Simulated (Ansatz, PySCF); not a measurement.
GeH4 (SMILES [GeH4]) and CH2O2 (SMILES O=CO) are pulled apart as rigid monomers along the line of their centres of mass, from the B3LYP-D3(BJ)/def2-TZVP minimum. Starting geometry (charge 0, multiplicity 1):
```xyz
10

Ge    -0.28487     0.14269     0.13679
H     -0.81389    -0.21854    -1.26178
H     -0.68263     1.57599     0.49631
H      1.23216    -0.05082     0.19212
H     -0.95350    -0.83098     1.13506
O      0.84590     0.90967     3.19477
C      0.42232     0.24711     4.10020
O     -0.45061    -0.76141     3.98040
H      0.69598     0.38032     5.15461
H     -0.67543    -0.85627     3.03596
```

Interaction energies with rigid monomers; basis-set methods are counterpoise corrected unless marked otherwise.

Cores are frozen in the correlated methods. Filled d and f shells under p-block atoms count as core. Rows in 6-31G* carry no dispersion term and start afresh at each structure (6-31G* with six Cartesian d functions); the Pople sets are all-electron and without relativity.

The values were computed with Ansatz (Gaussian orbitals); PySCF for 6-31G* rows, the dispersion terms. Each number belongs to the level named beside it.

| H5···H10 (Å) | PBE/def2-TZVPPD (kcal/mol) | r2SCAN/def2-TZVPPD (kcal/mol) | r2SCAN-D3(BJ)/def2-TZVPPD (kcal/mol) | M06-2X/6-31G* (no counterpoise) (kcal/mol) | SCS-MP2/aug-cc-pVDZ (kcal/mol) |
|---|---|---|---|---|---|
| 1.73 | -1.11 | -1.75 | -2.25 | ? | -0.66 |
| 1.92 | -1.56 | -2.07 | -2.54 | -3.93 | -1.44 |
| 2.21 | -1.49 | -1.81 | ? | -3.25 | -1.59 |
| 2.69 | -0.95 | -1.06 | -1.38 | -2.07 | -1.11 |
| 3.46 | -0.38 | -0.36 | -0.55 | -0.83 | -0.48 |

Task: Some entries are withheld; supply them.

Result: 
- 2.21, r2SCAN-D3(BJ)/def2-TZVPPD (kcal/mol): -2.23
- 1.73, M06-2X/6-31G* (no counterpoise) (kcal/mol): -3.81

Ansatz is a quantum-chemistry and plane-wave program.
